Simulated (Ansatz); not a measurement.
iridium atom (Ir), quartet (core potentials on Ir); WB97X-V/def2-TZVP in Ansatz (a first-principles code).

Here is a job for Ansatz.
Ansatz 0.2 input:
```yaml
crystal:
  periodic: [false, false, false]
  atoms:
    - {symbol: Ir, position_ang: [0.00000000, 0.00000000, 0.00000000]}
basis:
  gaussian:
    orbitals: def2-TZVP
hamiltonian:
  xc: {name: wB97X-V}
magnetization: {spin_polarized: true, initial_magnetization: 3}
```

It wrote (shortened):

```
Functional definition: wB97X-V
379 factors; their error is unknown
68 factors; integrals over basis functions are off by at most 1.5e-4 eV
mean field evaluation 1: about -2834.0326 eV, gradient 1.6e1 eV
mean field evaluation 2: about -2834.4138 eV, gradient 1.3e1 eV
mean field evaluation 4: about -2834.9725 eV, gradient 5.0e-1 eV
mean field evaluation 8: about -2835.0504 eV, gradient 9.8e-2 eV
mean field evaluation 16: about -2835.0520 eV, gradient 1.2e-3 eV
mean field evaluation 32: about -2834.9798 eV, gradient 4.1e-1 eV
mean field -2835.05199062 eV, -104.1862389878 hartree, gradient 3.1e-6 eV, S^2 3.751124; 6 other end points of the search recorded, 0 dependent functions left out
reference -2835.05199257 eV, -104.1862390596 hartree; 10, 7 occupied and 30, 33 virtual orbitals, 379 factors
Total energy: -2835.05199257 eV, -104.1862390596 hartree
```
